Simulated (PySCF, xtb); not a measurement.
HSi, SMILES [SiH] (connectivity only; charge and spin as stated), charge +1, multiplicity 1.

Harmonic wavenumbers (cm⁻¹) from GFN2-xTB in xtb at its own minimum, in rising order: 2057.

Task: What does r2SCAN-D4/def2-TZVPD (PySCF 2.14.0) give at its own minimum? (Estimate from the structure and the level; the computed values follow.)

Result: 2113. Paired by order, the mean absolute difference is 57 cm⁻¹ and the zero-point energies are 2.9 and 3.0 kcal/mol.
